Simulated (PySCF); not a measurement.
Ionisation energy of Sc²⁺ by level of theory

Sc²⁺ [Ar] 3d1 (2D) → Sc³⁺ [Ar] (1S), as a difference of total energies. Calculation: PySCF 2.14, in x2c-QZVPPall (11s7p5d3f2g, 96 functions); scalar relativity by spin-free X2C-1e. Correlated levels: valence and next inner shell: [Ne] frozen. The calculations carry no spin-orbit coupling.

| method | ionisation energy (eV) | plus first-order spin-orbit estimate | error of that sum (eV) |
| --- | --- | --- | --- |
| UHF | 23.875 | 23.890 | -0.867 |
| LDA | 25.412 | 25.428 | +0.671 |
| PBE | 25.371 | 25.387 | +0.630 |
| PBE0 | 25.223 | 25.239 | +0.482 |
| r2SCAN | 25.139 | 25.154 | +0.397 |
| wB97M-V | 24.984 | 24.999 | +0.242 |
| LC-wPBE | 25.347 | 25.363 | +0.606 |
| BP86 | 25.416 | 25.432 | +0.675 |
| PBEsol | 25.266 | 25.281 | +0.524 |
| MP2 (valence and next inner shell) | 24.354 | 24.370 | -0.387 |
| SCS-MP2 (valence and next inner shell) | 24.312 | 24.328 | -0.429 |

Reference: 24.757 eV (measured; NIST Atomic Spectra Database, ionization energies).

A first-order spin-orbit estimate (lowest level to lowest level, LS coupling) adds 0.016 eV.

Errors of the correlated levels include the incompleteness of this basis and the frozen core.
